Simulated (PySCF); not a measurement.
System (SMILES): O=BF.
Geometry (B3LYP-D3(BJ)/def2-TZVP, fixed):
```xyz
3

F      0.0000     0.0000    -1.1989
B      0.0000     0.0000     0.0871
O      0.0000     0.0000     1.2943
```

Basis-set convergence of the mean static polarisability at PBE with PySCF. All functions are spherical. Density fitting with generated auxiliary sets. No added dispersion term, no relativity. Reference: the value in d-aug-cc-pVTZ, 17.87 bohr³, itself unsure by roughly 0.3 % (its mean distance from aug-pcseg-3, aug-cc-pVQZ, aug-pcseg-2). Deviations are taken from unrounded values. Cost is core time over that of 6-311+G**, rough, on shared machines of one kind; a dash marks a row that isn't timed (too short, read off another run, short of memory, by another algorithm or on other hardware).

```tsv
basis	functions	mean static polarisability (bohr³)	minus reference (%)	cost
3-21G	27	10.48	-41.3	-
6-31+G*	54	15.06	-15.8	-
6-311+G**	66	15.02	-16.0	1×
def2-SVPD	66	17.45	-2.4	0.7×
aug-pcseg-1	69	17.61	-1.5	0.9×
pcseg-2	90	15.34	-14.2	1×
def2-TZVPP	93	15.85	-11.4	2×
d-aug-cc-pVTZ	186	17.87	0.0	6×
aug-cc-pVQZ	240	17.82	-0.3	8×
```
